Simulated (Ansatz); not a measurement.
A nudged elastic band was laid between two geometries of ClFH₆N₂OTi (12 atoms, charge 0, multiplicity 1).

All numbers below come from RKS B3LYP/def2-SVP (Ansatz).

* movable images: 7
* climbing image: yes
* spring: 5.0 eV/Å²
* optimiser: quadratic models (default)
* start path: through a guess of the saddle point
* force threshold: 0.05 eV/Å
* iteration limit: 60
* end points: relaxed

First end point:

```xyz
12
Properties=species:S:1:pos:R:3
Ti -0.071 -0.104 -0.091
Cl 0.243 -0.182 2.231
O 1.557 -0.177 -0.763
H 2.480 -0.265 -0.498
N -0.803 1.528 -0.624
H -1.794 1.743 -0.521
H -0.307 2.276 -1.107
N -0.981 -1.610 -0.713
H -1.989 -1.717 -0.612
H -0.575 -2.379 -1.244
F -2.388 -0.006 1.118
H -1.768 -0.059 1.841
```

Last end point:

```xyz
12
Properties=species:S:1:pos:R:3
Ti 0.031 -0.254 -0.136
Cl -2.682 1.022 2.451
O 1.753 -0.231 -0.609
H 2.297 -0.752 -1.211
N -0.765 1.358 -0.609
H -1.599 1.668 -0.104
H -0.359 2.122 -1.147
N -0.899 -1.603 -1.042
H -0.772 -2.598 -0.852
H -1.654 -1.468 -1.711
F -0.160 -0.528 1.646
H -1.588 0.313 2.342
```

(1) What changes between the two ends?

(2) What energy profile does the band end with?

(3) What is the geometry of the highest image?

(4) What are the harmonic wavenumbers there?

Results:

(1) Bonds broken: Ti1–Cl2, F11–H12. Bonds formed: Ti1–F11, Cl2–H12. ClFH6N2OTi becomes ClH + FH5N2OTi.

(2) The run converged. The highest image is number 3 of 0 to 8, 0.35 eV above the first end and 0.49 eV above the last; the last end lies 0.14 eV below the first. A vibrational analysis at the climbing image gives one clearly imaginary mode, 99i cm⁻¹: a first-order saddle point. The orbitals stay closed-shell, which can raise the energy where a bond breaks towards radicals; this wasn't checked here.

```tsv
image	path coordinate (Å)	energy (eV)	Ti1–Cl2 (Å)	F11–H12 (Å)	Ti1–F11 (Å)
0	0.00	0.00	2.34	0.95	2.62
1	1.05	0.08	2.37	0.96	2.47
2	2.11	0.26	2.41	0.97	2.38
3	3.16	0.35	2.41	0.97	2.36
4	4.41	0.24	3.12	1.61	1.86
5	5.65	-0.06	3.98	1.80	1.81
6	6.90	-0.08	4.23	1.81	1.81
7	8.15	-0.12	4.10	1.81	1.81
8	9.40	-0.14	3.96	1.80	1.81
```

(3) 
```xyz
12
Properties=species:S:1:pos:R:3:forces:R:3
Ti -0.262 0.005 0.156 0.00 0.01 0.00
Cl -0.177 0.975 2.364 -0.01 -0.01 0.01
O 1.493 -0.211 -0.096 -0.04 -0.03 -0.02
H 1.963 -0.667 -0.805 0.02 0.02 0.01
N -0.723 1.471 -0.895 0.01 -0.01 0.00
H -1.532 1.529 -1.509 0.00 0.00 0.00
H -0.176 2.331 -0.919 0.00 0.00 0.00
N -1.107 -1.331 -0.855 0.00 0.00 0.00
H -1.776 -2.010 -0.496 0.00 0.00 0.00
H -0.930 -1.483 -1.847 0.00 0.00 0.00
F -1.752 -1.090 1.626 0.02 -0.03 -0.01
H -1.416 -0.470 2.295 0.00 0.04 0.01
```

(4) 99i, 67, 110, 157, 176, 197, 219, 258, 283, 321, 359, 422, 429, 457, 497, 554, 567, 658, 705, 732, 786, 888, 1473, 1478, 3171, 3526, 3531, 3633, 3642, 3874 cm⁻¹.

Time of the run: 13 min on 4 threads of Arm Neoverse V1 (shared host), peak memory 0.44 GiB.
